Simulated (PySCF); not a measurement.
F$_{2}$OTa (SMILES [O]=[Ta+]([F])[F]), charge +1, singlet, at a GFN2-xTB geometry (such geometries of metal compounds can be far from the true shape) (the multiplicity is a formal guess) (core potentials on Ta); DF-M062X/def2-TZVP run with PySCF.

The PySCF input:
```python
from pyscf import gto, scf, dft

mol = gto.M(
    atom='''
Ta    0.111238    0.174881    0.068895
O     1.320454   -0.965334   -0.491876
F    -0.962111   -0.846788    1.254884
F    -1.113889    0.286381   -1.376473
''',
    basis='def2-tzvp',
    ecp={'Ta': 'def2-tzvp'},
    charge=1,
    spin=0,
    verbose=4,
)

mf = dft.RKS(mol)
mf.xc = 'm062x'
mf = mf.density_fit(auxbasis='def2-universal-jkfit')
mf.kernel()
```

**Question.** What does PySCF print? Leave out banner, timings and long lists.

**Answer.** 
```
PySCF version 2.14.0

[INPUT] verbose = 4
[INPUT] num. atoms = 4
[INPUT] num. electrons = 38
[INPUT] charge = 1
[INPUT] spin (= nelec alpha-beta = 2S) = 0
[INPUT] symmetry False subgroup None
[INPUT] Mole.unit = angstrom
[INPUT] Symbol           X                Y                Z      unit          X                Y                Z       unit  Magmom
[INPUT]  1 Ta     0.111238000000   0.174881000000   0.068895000000 AA    0.210209354644   0.330477194390   0.130192681352 Bohr   0.0
[INPUT]  2 O      1.320454000000  -0.965334000000  -0.491876000000 AA    2.495296420086  -1.824216878731  -0.929510927247 Bohr   0.0
[INPUT]  3 F     -0.962111000000  -0.846788000000   1.254884000000 AA   -1.818126291431  -1.600197405568   2.371387078099 Bohr   0.0
[INPUT]  4 F     -1.113889000000   0.286381000000  -1.376473000000 AA   -2.104945143166   0.541181657279  -2.601156987858 Bohr   0.0

nuclear repulsion = 138.045365341057
number of shells = 47
number of NR pGTOs = 200
number of NR cGTOs = 133
basis = def2-tzvp
ecp = {'Ta': 'def2-tzvp'}

******** <class 'pyscf.df.df_jk.DFRKS'> ********
method = DFRKS
initial guess = minao
damping factor = 0
level_shift factor = 0
DIIS = <class 'pyscf.scf.diis.CDIIS'>
diis_start_cycle = 1
diis_space = 8
diis_damp = 0
SCF conv_tol = 1e-09
SCF conv_tol_grad = None
SCF max_cycles = 50
direct_scf = False
XC library pyscf.dft.libxc version 7.1.2
    S. Lehtola, C. Steigemann, M. J. T. Oliveira, and M. A. L. Marques,  SoftwareX 7, 1–5 (2018)
XC functionals = m062x
    Y. Zhao and D. G. Truhlar,  Theor. Chem. Acc. 120, 215 (2008)
    Y. Zhao and D. G. Truhlar,  Theor. Chem. Acc. 120, 215 (2008)
radial grids:
    Treutler-Ahlrichs [JCP 102, 346 (1995); DOI:10.1063/1.469408] (M4) radial grids

becke partition: Becke, JCP 88, 2547 (1988); DOI:10.1063/1.454033
pruning grids: <function nwchem_prune>
grids dens level: 3
symmetrized grids: False
atomic radii adjust function: <function treutler_atomic_radii_adjust>
small_rho_cutoff = 0
Set gradient conv threshold to 3.16228e-05
Initial guess from minao.
tot grids = 66616
******** <class 'pyscf.df.df.DF'> ********
auxbasis = def2-universal-jkfit
init E= -311.967085087724
  HOMO = -0.648097107935598  LUMO = -0.328299200957211  gap/eV = 8.70214
cycle= 1 E= -331.380475840936  delta_E= -19.4  |g|= 1.15  |ddm|= 7.05
  HOMO = -0.543628431167626  LUMO = -0.479642279375192  gap/eV = 1.74115
cycle= 2 E= -328.420996600156  delta_E= 2.96  |g|=    4  |ddm|=  2.4
  HOMO = -0.654380650276868  LUMO = -0.376295761787496  gap/eV = 7.56708
cycle= 3 E= -331.633901473516  delta_E= -3.21  |g|= 0.401  |ddm|= 1.91
  HOMO = -0.639403208185163  LUMO = -0.377161480735339  gap/eV = 7.13596
cycle= 4 E= -331.638745352191  delta_E= -0.00484  |g|= 0.349  |ddm|= 0.309
  HOMO = -0.669308952338352  LUMO = -0.379574147021557  gap/eV = 7.88409
cycle= 5 E= -331.659356084279  delta_E= -0.0206  |g|= 0.0492  |ddm|= 0.137
  HOMO = -0.668291309849885  LUMO = -0.373219130503717  gap/eV = 8.02932
cycle= 6 E= -331.659841446737  delta_E= -0.000485  |g|= 0.0166  |ddm|= 0.0314
  HOMO = -0.670279959344587  LUMO = -0.37325560635033  gap/eV = 8.08244
cycle= 7 E= -331.659898754249  delta_E= -5.73e-05  |g|= 0.00198  |ddm|= 0.00981
  HOMO = -0.670331329928036  LUMO = -0.373243119454738  gap/eV = 8.08418
cycle= 8 E= -331.659900665723  delta_E= -1.91e-06  |g|= 0.000657  |ddm|= 0.00239
  HOMO = -0.670360168828267  LUMO = -0.373190263878548  gap/eV = 8.08640
cycle= 9 E= -331.659901138671  delta_E= -4.73e-07  |g|= 0.000249  |ddm|= 0.00132
  HOMO = -0.670415362167889  LUMO = -0.373197951518954  gap/eV = 8.08770
cycle= 10 E= -331.659901217246  delta_E= -7.86e-08  |g|= 8.12e-05  |ddm|= 0.000636
  HOMO = -0.670425958437827  LUMO = -0.373195039432922  gap/eV = 8.08807
cycle= 11 E= -331.65990122148  delta_E= -4.23e-09  |g|= 6.43e-05  |ddm|= 0.000151
  HOMO = -0.670426894657514  LUMO = -0.373194706003535  gap/eV = 8.08810
cycle= 12 E= -331.659901222597  delta_E= -1.12e-09  |g|= 1.67e-05  |ddm|= 5.97e-05
  HOMO = -0.670427975776648  LUMO = -0.373194810124204  gap/eV = 8.08813
cycle= 13 E= -331.659901222831  delta_E= -2.33e-10  |g|= 4.43e-06  |ddm|= 4.91e-05
  HOMO = -0.670428624732463  LUMO = -0.373195308681034  gap/eV = 8.08813
Extra cycle  E= -331.659901222835  delta_E= -3.98e-12  |g|= 6.08e-06  |ddm|= 6.58e-06
converged SCF energy = -331.659901222835
```
